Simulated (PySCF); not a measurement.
Isomers of CH5BSi. Isolated molecules, 0 K electronic values unless said otherwise. One relaxed conformer stands for each flexible species; it need not be the lowest. Strings in code marks are SMILES.

The HOMO from two functionals at the same geometries (B3LYP-D3(BJ)/def2-TZVP), both in PySCF: PBE-D3(BJ)/def2-TZVP and B3LYP-D3(BJ)/def2-TZVP. B3LYP has the VWN-RPA correlation part, as in Gaussian. 

```
species             PBE-D3(BJ)/def2-TZVP (eV)
------------------  -------------------------
`C1B[SiH2]1`                            -5.95
`B[SiH]=C`                              -6.05
`CB=[SiH2]`                             -4.77
`B(/[H])=C/[SiH3]`                      -5.96
```

Task: What does B3LYP-D3(BJ)/def2-TZVP give for each?

Result: 
- `C1B[SiH2]1`: -6.74
- `B[SiH]=C`: -6.64
- `CB=[SiH2]`: -5.44
- `B(/[H])=C/[SiH3]`: -6.81
Over these rows, drawn at random from the members with no instability flagged (it was tested for open shells, ions and some series alone), PBE minus B3LYP-D3(BJ): mean +0.73 eV, from +0.59 eV to +0.85 eV.
